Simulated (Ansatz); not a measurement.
Born–Oppenheimer molecular dynamics of C$_{3}$H$_{12}$OSi$_{2}$ (18 atoms, charge 0, multiplicity 1). It starts from a relaxed structure.

These are results of Ansatz 0.2.0, RKS PBE0-D4/6-31G*, not measurements.

```yaml
ensemble: NVT, Nosé–Hoover chain
time_step: 0.5 fs
steps_asked: 223
set_temperature: 200 K
thermostat: time constant 20 fs, chain length 3
seed: 118142
```

First frame:

```xyz
18
Properties=species:S:1:pos:R:3
Si -0.051 -0.091 -0.091
O -0.120 -0.349 1.558
Si -1.244 -0.407 2.757
H -2.415 -1.247 2.364
H -0.620 -0.997 3.971
H -1.749 0.957 3.091
C 1.761 0.046 -0.539
H 2.304 -0.863 -0.256
H 1.892 0.193 -1.618
H 2.232 0.891 -0.025
C -0.969 1.494 -0.505
H -2.031 1.424 -0.238
H -0.547 2.350 0.033
H -0.913 1.714 -1.577
C -0.854 -1.544 -0.965
H -1.907 -1.648 -0.679
H -0.817 -1.421 -2.054
H -0.347 -2.484 -0.717
```

Problem. What does the run give?

Solution. The run went to its last step.

```
steps done                                               : 223
time covered                                             : 111.5 fs
mean temperature over the second half                    : 207 K
spread of the potential energy over the second half      : 4.2 meV per atom
mean potential energy of the second half above the start : 27.4 meV per atom
```

The conserved energy stayed within 0.31 meV per atom of its start (net change 0.13 meV per atom), so the integration is sound. A run of 0.11 ps of so small a system gives no equilibrium averages.

Problem. What happens to the structure?

Solution. The same pairs are bonded in the first frame and the last. Pairs count as bonded within 1.25 times the sum of covalent radii (0.12 Å more for H–H). This is one draw of velocities; another would differ in detail.

Problem. How do temperature and energy run in time?

Solution. 
| time (fs) | T (K) | potential energy less start (eV) | conserved less start (meV/atom) |
| --- | --- | --- | --- |
| 0 | 200 | 0.000 | 0.00 |
| 5.5 | 128 | 0.154 | 0.04 |
| 11 | 145 | 0.138 | 0.03 |
| 16.5 | 147 | 0.172 | 0.04 |
| 22 | 195 | 0.127 | 0.03 |
| 27.5 | 142 | 0.281 | 0.06 |
| 33 | 149 | 0.296 | 0.09 |
| 38.5 | 145 | 0.334 | 0.08 |
| 44 | 161 | 0.332 | 0.12 |
| 49.5 | 150 | 0.389 | 0.13 |
| 55 | 156 | 0.417 | 0.16 |
| 60.5 | 140 | 0.488 | 0.16 |
| 66 | 203 | 0.402 | 0.17 |
| 71.5 | 177 | 0.503 | 0.21 |
| 77 | 184 | 0.519 | 0.18 |
| 82.5 | 156 | 0.605 | 0.21 |
| 88 | 256 | 0.432 | 0.13 |
| 93.5 | 180 | 0.617 | 0.23 |
| 99 | 238 | 0.512 | 0.12 |
| 104.5 | 246 | 0.510 | 0.17 |
| 110 | 280 | 0.441 | 0.10 |

Time of the run: 54 min on 2 threads of AMD EPYC (Zen 3), with other jobs on the host, peak memory 0.34 GiB.
